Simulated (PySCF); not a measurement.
# `C=C/C=C/C(C)=O`, C6H8O

Cartesian coordinates in Å; atom numbers follow the order of the lines, from 1:
```xyz
15

C    -3.274   -0.171   -0.426
C    -2.052   -0.634   -0.117
C    -0.834    0.102   -0.378
C     0.406   -0.333   -0.080
C     1.597    0.498   -0.387
C     2.933   -0.088   -0.006
O     1.500    1.586   -0.915
H    -4.176   -0.750   -0.216
H    -3.404    0.806   -0.900
H    -1.949   -1.616    0.357
H    -0.913    1.088   -0.853
H     0.557   -1.308    0.395
H     3.088   -1.049   -0.523
H     3.736    0.609   -0.271
H     2.962   -0.299    1.075
```

Method used: quadratic response CAM-B3LYP/aug-cc-pVDZ first hyperpolarisability, Taylor convention, gas phase in PySCF. Geometry: PBE0-D3(BJ)/def2-SVP.

(1) Give the tensor of the second harmonic β(−2ω;ω,ω) at 1064 nm in the axes of these coordinates.

Answers

(1) In au, Taylor convention; rows are the first index (the induced dipole):
|  | xx | yy | zz | xy | xz | yz |
| --- | --- | --- | --- | --- | --- | --- |
| x | -578.8 | -52.9 | +42.0 | -226.1 | +58.0 | +30.1 |
| y | -201.5 | +50.3 | +28.3 | -49.5 | +27.3 | +6.2 |
| z | +46.8 | +5.9 | -37.7 | +25.5 | +36.9 | +28.5 |

Norm of βᵢ = ⅓ Σⱼ (βᵢⱼⱼ + βⱼᵢⱼ + βⱼⱼᵢ): 607.3 au, hyper-Rayleigh value 276.5 au.
